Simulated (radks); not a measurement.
Removal energies from the germanium ion Ge13+, [Ar] 3d(3/2: 1, 5/2: 0), by Delta-SCF beside the eigenvalue of the level emptied. Method: Dirac Kohn-Sham, BLYP, spin-unpolarised, spherical densities, finite nucleus; Fermi nuclear charge, rms radius of each element as measured or else 0.836 A^(1/3) + 0.57 fm; computed with a radial shooting solver on a logarithmic mesh with Libxc functionals. Sub-shells are occupied by j as written (lower j first in brackets).

removed from	final configuration	Delta-SCF (eV)	-eigenvalue (eV)
3d3/2	[Ar]	407.47	386.13
3p3/2	[Ne] 3s2 3p(1/2: 2, 3/2: 3) 3d(3/2: 1, 5/2: 0)	487.12	467.33
3p1/2	[Ne] 3s2 3p(1/2: 1, 3/2: 4) 3d(3/2: 1, 5/2: 0)	493.20	473.20
3s1/2	[Ne] 3s1 3p6 3d(3/2: 1, 5/2: 0)	543.28	523.56
